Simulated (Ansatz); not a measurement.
Ag₂I⁺. Total charge 1; singlet. Geometry PBE-D4/def2-TZVP, basis def2-TZVP, Ansatz.

```xyz
3

Ag   -1.800    0.580    0.763
Ag    2.027    0.223    0.065
I    -0.227   -0.803   -0.827
```

```tsv
run	HOMO (eV)	LUMO (eV)
A	-11.10	-8.14
B	-12.02	-7.16
C	-11.90	-7.35
D	-11.09	-8.03
E	-10.96	-8.36
F	-11.46	-7.67
```

In the def2 sets Ag, I take a core potential; there is no spin–orbit coupling. The structure comes from a short search, and lower isomers may exist.

Q: The runs used B97M-V, PBE, PBE0, r2SCAN, r2SCAN0, r2SCANh. Estimate which is which.

A: A B97M-V (0 % exact exchange); B r2SCAN0 (25 % exact exchange); C PBE0 (25 % exact exchange); D r2SCAN (0 % exact exchange); E PBE (0 % exact exchange); F r2SCANh (10 % exact exchange). Exact exchange lowers occupied and raises empty levels; among semilocal functionals meta-GGAs tend to open the gap a little, and such runs are hard to tell apart. The gap grows from 2.60 eV (PBE) to 4.86 eV (r2SCAN0).
